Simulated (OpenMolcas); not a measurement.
## What dynamic correlation does to the levels of Hg II

```
Program             : OpenMolcas 26.06
Basis               : ANO-RCC-VTZP [8s7p5d3f1g]
Scalar Hamiltonian  : DKH2, point nucleus
Active space        : 1 electron in 4 orbitals (6s 6p)
State averaging     : 2S+1 = 2 even, 1 root; 2S+1 = 2 odd, 3 roots
Spin-orbit coupling : RASSI with atomic mean-field integrals over the reference wave functions, term energies averaged over their components
```

Methods on the same reference wave functions:
A. CASSCF
B. SS-CASPT2, IPEA 0.25 Eh, imaginary shift 0.1 Eh (closed shells correlated: 5d)
C. XMS-CASPT2, IPEA 0.25 Eh, imaginary shift 0.1 Eh (closed shells correlated: 5d)

Energies in cm-1 above 6s 2S 1/2, the measured ground level; measured values from NIST Handbook of Basic Atomic Spectroscopic Data.

| Level | A | B | C | Measured |
| --- | --- | --- | --- | --- |
| 6s 2S 1/2 | 0.0 | 0.0 | 0.0 | 0.0 |
| 6p 2P* 1/2 | 49187 | 54740 | 54260 | 51486 |
| 6p 2P* 3/2 | 55581 | 61130 | 60650 | 60608 |

Deviations, from unrounded energies. A percentage is the sum of absolute deviations over the sum of measured energies, with the sign that they share, or ± where signs differ.

```csv
Against measurement,Levels,A,B,C
mean absolute deviation (cm-1),2,3700,1900,1400
other configurations (%),2,-6.5,+3.4,+2.5
```

C lies closest to measurement on these levels and A furthest from it. The largest miss of C in the table is 6p 2P* 1/2, by +2800 cm-1. The ranking rests on the paired levels alone, and a cruder setting can come out closer through cancelling errors.

Between B and C the level of the table that moves most is 6p 2P* 1/2, by 480 cm-1 (lowest in C, highest in B). Moves below CASPT2's spread within the term are not significant.

The lowest spin-free term lies below A's lowest term by 0.360 hartree in B, 0.360 hartree in C.

CASPT2 does not keep the components of a term degenerate, so their means are used; among the terms shown or strongly mixed into the levels shown the widest spread is 39 cm-1 (6p 2P*, C). Spin-orbit splittings of 6p shells tend to come out small when the coupling is added on scalar orbitals. With one active electron the reference holds no correlation, so core polarisation is missing (holds for A). With one active electron, CASPT2 adds the correlation within the correlated inactive shells and between them and that electron, and leaves the splitting within a term as the reference gives it (holds for B; C). Measured partners are found by configuration, term and J. A level has none where our copy of the source lacks it or the pairing is in doubt (some pairs that miss far off the trend of their configuration count as doubtful), and it then counts in no deviation. Only configurations of the active space appear.

* marks odd parity.
